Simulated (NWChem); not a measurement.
# SbBr2Cl; SMILES [Cl][Sb]([Br])[Br]

```xyz
4

Sb    -0.4769     0.6625     0.0000
Cl    -2.2045    -0.9558     0.0000
Br     0.8828    -0.2505     1.9114
Br     0.8828    -0.2505    -1.9114
```
Atoms are numbered in this order, from 1.

Results from NWChem. Structure relaxed at the PBE0/def2-SVP level. def2 effective core potentials on Sb; no spin-orbit coupling.

Task: Predict the results for Hartree-Fock/def2-SVP (core potentials). Quantities: highest occupied level (eV); orbital gap (eV); dipole (D).

Result: 
```json
{
  "highest occupied level (eV)": "-10.50",
  "orbital gap (eV)": "11.47",
  "dipole (D)": "2.95"
}
```
